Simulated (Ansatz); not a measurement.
Relaxation of Cl₂H₂OSn (6 atoms, charge 0, multiplicity 1), to a largest force component of 0.03 eV/Å in at most 50 steps.

Method: RKS PBE/def2-SVP in Ansatz 0.2.0.

```xyz
6
Properties=species:S:1:pos:R:3:forces:R:3
Sn 0.057 -0.069 0.349 -0.03 0.05 0.57
H 0.362 0.068 2.038 -1.08 0.17 0.30
O 1.999 -0.307 0.535 1.12 -0.25 -0.88
H 2.545 -0.501 -0.254 0.00 0.02 0.00
Cl -0.637 1.782 -0.939 0.01 0.02 0.00
Cl -1.056 -1.925 -0.588 -0.02 -0.01 0.01
```

Q: Where does it end, and by what steps?

A: The forces met the threshold. After 6 steps the energy has fallen by 0.504 eV; H2 moved furthest, 0.58 Å.

```csv
step,energy less start (eV),largest force component (eV/Å),accepted
0,0.0000,1.122,yes
1,-0.2861,0.629,yes
2,-0.4392,0.332,yes
3,-0.4967,0.371,yes
4,-0.4947,0.392,no
5,-0.5033,0.068,yes
6,-0.5036,0.008,yes
```

```xyz
6
Properties=species:S:1:pos:R:3
Sn 0.193 -0.082 0.486
H -0.203 0.138 2.139
O 2.163 -0.346 0.369
H 2.437 -0.484 -0.560
Cl -0.423 1.776 -0.838
Cl -0.897 -1.956 -0.456
```

The run took 11 s on 2 threads of Arm Neoverse V1 (shared host), peak memory 0.12 GiB.
